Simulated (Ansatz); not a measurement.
C$_{3}$H$_{9}$N, charge +1, doublet, at a GFN2-xTB geometry (a state made from the parent by changing its charge; the spin is typed, not shown lowest). Base run: CAM-B3LYP/def2-SV(P) run with Ansatz (a first-principles code).

Ansatz was given this input:
Ansatz 0.2 input:
```yaml
crystal:
  periodic: [false, false, false]
  atoms:
    - {symbol: C, position_ang: [-0.35994749, 1.33972464, 0.25749879]}
    - {symbol: N, position_ang: [-0.00000000, 0.00000000, -0.00000000]}
    - {symbol: C, position_ang: [1.30503589, -0.44877053, 0.29362609]}
    - {symbol: C, position_ang: [-0.94508840, -0.89095411, -0.55112489]}
    - {symbol: H, position_ang: [0.29490710, 2.03132563, -0.28835847]}
    - {symbol: H, position_ang: [-0.22048513, 1.58398674, 1.31862692]}
    - {symbol: H, position_ang: [-1.39421123, 1.53282426, -0.02045677]}
    - {symbol: H, position_ang: [1.79431965, -0.84151593, -0.60718414]}
    - {symbol: H, position_ang: [1.27892742, -1.28885482, 0.99980125]}
    - {symbol: H, position_ang: [1.91441449, 0.35017434, 0.71146941]}
    - {symbol: H, position_ang: [-1.31613840, -0.51880136, -1.51493547]}
    - {symbol: H, position_ang: [-0.52020326, -1.88299860, -0.69101265]}
    - {symbol: H, position_ang: [-1.83153063, -0.96614026, 0.09204992]}
basis:
  gaussian:
    orbitals: def2-SV_P_.json
hamiltonian:
  xc: cam_b3lyp
total_charge: 1
magnetization: {spin_polarized: true, initial_magnetization: 1}
```
The basis file holds def2-SV(P) in the JSON format of the Basis Set Exchange.

Each row names what was changed in the base input (with any setting that the change needs).

```tsv
change	E (Eh)	SCF-reference <S^2>
base	-173.93615	0.755
functional = pbe0; dispersion = d3bj	-173.83542	0.755
functional = b3lyp; dispersion = d3bjatm	-174.05622	0.754
functional = blyp	-173.93668	0.753
functional = wB97X	-173.99171	0.755
functional = wB97M-V	-173.92392	0.754
functional = blyp; dispersion = d3bj	-173.95358	0.753
functional = hf	-172.87722	0.766
functional = b3lyp; dispersion = d3bj	-174.05624	0.754
functional = B2PLYP	-173.81002	0.758
functional = lc_wpbe	-173.93849	0.755
functional = b3lyp5	-173.92189	0.754
functional = wB97X-V	-173.98415	0.754
```

Totals shift with the method and basis; they matter in differences.
